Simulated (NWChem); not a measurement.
System: LiCl; SMILES [Li][Cl]

Input file for NWChem:

```
start job
memory heap 200 mb stack 900 mb global 1100 mb
geometry units angstroms noautosym nocenter noautoz
  Li     0.000000     0.000000    -1.712326
  Cl     0.000000     0.000000     0.342703
end
basis spherical
  * library 6-31g*
end
dft
  xc b3lyp
  iterations 150
end
property
  efieldgrad
end
task dft property
```

Geometry: optimised at B3LYP/6-31G* (spherical d).

Vzz is the largest principal value of the second derivative of the potential at the nucleus (NWChem prints the opposite sign); η is the asymmetry. Non-relativistic.

Atoms are numbered as in the input.

Task: What results follow from this input? (B3LYP/6-31G* (spherical d).) Quantities: Vzz Cl2 (a.u.); η Cl2.

Result: 
```
Quantity        Value
--------------  -----
Vzz Cl2 (a.u.)  0.212
η Cl2            0.00
```
